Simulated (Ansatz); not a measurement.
Computed with PBE0-D4/def2-TZVP in Ansatz (a first-principles code). No frequencies were computed at this level.

Ansatz 0.2 input:
```yaml
crystal:
  periodic: [false, false, false]
  atoms:
    - { symbol: Cl, position_ang: [-2.487304, 1.937789, -0.311367] }
    - { symbol: Si, position_ang: [-1.660136, 0.106553, -0.120529] }
    - { symbol: C, position_ang: [0.111381, 0.300546, 0.481191] }
    - { symbol: C, position_ang: [1.256131, 0.331451, -0.49716] }
    - { symbol: C, position_ang: [1.069339, -0.855328, 0.384659] }
    - { symbol: H, position_ang: [-1.684915, -0.542574, -1.43005] }
    - { symbol: H, position_ang: [-2.449722, -0.650257, 0.850464] }
    - { symbol: H, position_ang: [0.244394, 0.93042, 1.354684] }
    - { symbol: H, position_ang: [2.080494, 0.999357, -0.295743] }
    - { symbol: H, position_ang: [1.036511, 0.225777, -1.549039] }
    - { symbol: H, position_ang: [0.717823, -1.77312, -0.062061] }
    - { symbol: H, position_ang: [1.766003, -1.010617, 1.19495] }
basis:
  gaussian: { orbitals: def2-tzvp }
hamiltonian:
  xc: pbe0
  dispersion: d4
relax:
  max_steps: 150
```

Output:

```
Functional definition: PBE0
1384 factors; their error is unknown
mean field evaluation 1: about -23608.3656 eV, gradient 5.9e1 eV
mean field evaluation 2: about -23600.9455 eV, gradient 7.9e1 eV
mean field evaluation 4: about -23616.4968 eV, gradient 2.5e0 eV
mean field evaluation 8: about -23616.5081 eV, gradient 2.7e-2 eV
mean field evaluation 16: about -23616.5629 eV, gradient 9.9e-5 eV
mean field -23616.56288749 eV, -867.8926782338 hartree, gradient 2.8e-5 eV, S^2 0.000000; 0 other end points of the search recorded, 0 dependent functions left out
reference -23616.56292051 eV, -867.8926794475 hartree; 28, 28 occupied and 181, 181 virtual orbitals, 1384 factors
relax step   1: F+E_penalty+E_count = -23616.79583430 eV  Δ(F+E_penalty+E_count) = +0.000e0 eV  max|allowed force component| = 1.275e0 eV/Å  Δτ_max = 0.0000 Å  (28 SCF iters, accepted)
these checks for a lower state are left out or cut short: starts, cluster_reference, orbital_swaps, neighbouring_geometries, increment
1384 factors; their error is unknown
mean field -23616.60840283 eV, -867.8943508918 hartree, gradient 1.3e-5 eV, S^2 0.000000; 0 other end points of the search recorded, 0 dependent functions left out
reference -23616.60843596 eV, -867.8943521094 hartree; 28, 28 occupied and 181, 181 virtual orbitals, 1384 factors
relax step   2: F+E_penalty+E_count = -23616.84056811 eV  Δ(F+E_penalty+E_count) = -4.473e-2 eV  max|allowed force component| = 4.326e-1 eV/Å  Δτ_max = 0.0509 Å  (31 SCF iters, accepted)
these checks for a lower state are left out or cut short: starts, cluster_reference, orbital_swaps, neighbouring_geometries, increment
1384 factors; their error is unknown
mean field evaluation 32: about -23616.6151 eV, gradient 1.2e-5 eV
mean field -23616.61507024 eV, -867.8945959147 hartree, gradient 1.2e-5 eV, S^2 0.000000; 0 other end points of the search recorded, 0 dependent functions left out
reference -23616.61510334 eV, -867.8945971311 hartree; 28, 28 occupied and 181, 181 virtual orbitals, 1384 factors
relax step   3: F+E_penalty+E_count = -23616.84824459 eV  Δ(F+E_penalty+E_count) = -7.676e-3 eV  max|allowed force component| = 6.872e-2 eV/Å  Δτ_max = 0.0298 Å  (31 SCF iters, accepted)
these checks for a lower state are left out or cut short: starts, cluster_reference, orbital_swaps, neighbouring_geometries, increment
1384 factors; their error is unknown
mean field -23616.61507223 eV, -867.8945959878 hartree, gradient 1.2e-5 eV, S^2 0.000000; 0 other end points of the search recorded, 0 dependent functions left out
reference -23616.61510540 eV, -867.8945972067 hartree; 28, 28 occupied and 181, 181 virtual orbitals, 1384 factors
relax step   4: F+E_penalty+E_count = -23616.84833825 eV  Δ(F+E_penalty+E_count) = -9.366e-5 eV  max|allowed force component| = 2.301e-1 eV/Å  Δτ_max = 0.0932 Å  (30 SCF iters, accepted)
these checks for a lower state are left out or cut short: starts, cluster_reference, orbital_swaps, neighbouring_geometries, increment
1384 factors; their error is unknown
mean field -23616.61953198 eV, -867.8947598808 hartree, gradient 1.2e-5 eV, S^2 0.000000; 0 other end points of the search recorded, 0 dependent functions left out
reference -23616.61956517 eV, -867.8947611003 hartree; 28, 28 occupied and 181, 181 virtual orbitals, 1384 factors
relax step   5: F+E_penalty+E_count = -23616.85340143 eV  Δ(F+E_penalty+E_count) = -5.063e-3 eV  max|allowed force component| = 1.437e-1 eV/Å  Δτ_max = 0.0384 Å  (30 SCF iters, accepted)
these checks for a lower state are left out or cut short: starts, cluster_reference, orbital_swaps, neighbouring_geometries, increment
1384 factors; their error is unknown
mean field -23616.62124398 eV, -867.8948227956 hartree, gradient 1.2e-5 eV, S^2 0.000000; 0 other end points of the search recorded, 0 dependent functions left out
reference -23616.62127720 eV, -867.8948240161 hartree; 28, 28 occupied and 181, 181 virtual orbitals, 1384 factors
relax step   6: F+E_penalty+E_count = -23616.85527642 eV  Δ(F+E_penalty+E_count) = -1.875e-3 eV  max|allowed force component| = 1.856e-2 eV/Å  Δτ_max = 0.0488 Å  (30 SCF iters, accepted)
these checks for a lower state are left out or cut short: starts, cluster_reference, orbital_swaps, neighbouring_geometries, increment
1384 factors; their error is unknown
mean field -23616.62139244 eV, -867.8948282512 hartree, gradient 1.2e-5 eV, S^2 0.000000; 0 other end points of the search recorded, 0 dependent functions left out
reference -23616.62142565 eV, -867.8948294718 hartree; 28, 28 occupied and 181, 181 virtual orbitals, 1384 factors
relax step   7: F+E_penalty+E_count = -23616.85563650 eV  Δ(F+E_penalty+E_count) = -3.601e-4 eV  max|allowed force component| = 3.388e-2 eV/Å  Δτ_max = 0.0326 Å  (30 SCF iters, accepted)
these checks for a lower state are left out or cut short: starts, cluster_reference, orbital_swaps, neighbouring_geometries, increment
1384 factors; their error is unknown
mean field evaluation 64: about -23616.6214 eV, gradient 2.6e-4 eV
mean field -23616.62141791 eV, -867.8948291874 hartree, gradient 1.2e-5 eV, S^2 0.000000; 0 other end points of the search recorded, 0 dependent functions left out
reference -23616.62145112 eV, -867.8948304077 hartree; 28, 28 occupied and 181, 181 virtual orbitals, 1384 factors
relax step   8: F+E_penalty+E_count = -23616.85587196 eV  Δ(F+E_penalty+E_count) = -2.355e-4 eV  max|allowed force component| = 1.812e-2 eV/Å  Δτ_max = 0.0379 Å  (30 SCF iters, accepted)
these checks for a lower state are left out or cut short: starts, cluster_reference, orbital_swaps, neighbouring_geometries, increment
1384 factors; their error is unknown
mean field -23616.62147715 eV, -867.8948313642 hartree, gradient 1.2e-5 eV, S^2 0.000000; 0 other end points of the search recorded, 0 dependent functions left out
reference -23616.62151035 eV, -867.8948325843 hartree; 28, 28 occupied and 181, 181 virtual orbitals, 1384 factors
relax step   9: F+E_penalty+E_count = -23616.85590901 eV  Δ(F+E_penalty+E_count) = -3.704e-5 eV  max|allowed force component| = 1.107e-2 eV/Å  Δτ_max = 0.0085 Å  (32 SCF iters, accepted)
these checks for a lower state are left out or cut short: starts, cluster_reference, orbital_swaps, neighbouring_geometries, increment
1384 factors; their error is unknown
mean field -23616.62148086 eV, -867.8948315007 hartree, gradient 1.2e-5 eV, S^2 0.000000; 0 other end points of the search recorded, 0 dependent functions left out
reference -23616.62151406 eV, -867.8948327208 hartree; 28, 28 occupied and 181, 181 virtual orbitals, 1384 factors
relax step  10: F+E_penalty+E_count = -23616.85595704 eV  Δ(F+E_penalty+E_count) = -4.803e-5 eV  max|allowed force component| = 2.258e-3 eV/Å  Δτ_max = 0.0032 Å  (32 SCF iters, accepted)
1384 factors; their error is unknown
mean field evaluation 96: about -23616.5667 eV, gradient 2.7e-2 eV
mean field -23616.62148086 eV, -867.8948315007 hartree, gradient 1.2e-5 eV, S^2 0.000000; 1 other end points of the search recorded, 0 dependent functions left out
reference -23616.62151406 eV, -867.8948327208 hartree; 28, 28 occupied and 181, 181 virtual orbitals, 1384 factors
Total energy: -23616.85599023 eV, -867.9034495612 hartree
Atom 0 at    -2.430616     1.930235    -0.563201 Å, force     0.000272     0.000320    -0.000240 eV/Å
Atom 1 at    -1.621387     0.099760    -0.066232 Å, force     0.001305     0.001831    -0.000937 eV/Å
Atom 2 at     0.109909     0.282771     0.525842 Å, force    -0.000605    -0.001446    -0.001636 eV/Å
Atom 3 at     1.234527     0.382810    -0.473132 Å, force     0.000694     0.000661     0.001122 eV/Å
Atom 4 at     1.066292    -0.869532     0.311836 Å, force     0.001042    -0.001186     0.001684 eV/Å
Atom 5 at    -1.620893    -0.740622    -1.290782 Å, force    -0.000788    -0.000677    -0.002258 eV/Å
Atom 6 at    -2.509423    -0.494787     0.961904 Å, force    -0.001239    -0.001315     0.002158 eV/Å
Atom 7 at     0.249796     0.840895     1.446338 Å, force     0.000909     0.000619    -0.000176 eV/Å
Atom 8 at     2.060234     1.037276    -0.223924 Å, force    -0.000278    -0.000040    -0.000637 eV/Å
Atom 9 at     0.985752     0.362007    -1.528046 Å, force    -0.001339     0.000570     0.000727 eV/Å
Atom 10 at     0.703657    -1.750539    -0.205930 Å, force    -0.000142     0.000706     0.000137 eV/Å
Atom 11 at     1.772150    -1.080276     1.105326 Å, force     0.000170    -0.000043     0.000056 eV/Å
Dipole moment:     0.353779    -0.236301     0.127905 e Å
```

Cost: very roughly 2.7 core-minutes.
